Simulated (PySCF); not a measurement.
CH6BClO2Si, SMILES OB(O)C[SiH2]Cl.

The structure is a stationary point at PBE0-D3(BJ)/def2-SVP. This is a generated structure with no PubChem entry under its InChIKey; it may be hypothetical. Other conformers were not sampled.

Vertical ionisation energy (IE) and electron affinity (EA) in eV. Rows of orbital energies are one-electron estimates. Where ΔSCF, EOM or ADC give a negative EA the extra electron is unbound and the value depends on the basis.

```csv
level,IE,EA
"−ε(HOMO), −ε(LUMO), HF/def2-TZVP (PySCF)",11.99,-2.64
"−ε(HOMO), −ε(LUMO), PBE/def2-TZVP (PySCF)",7.31,1.07
```
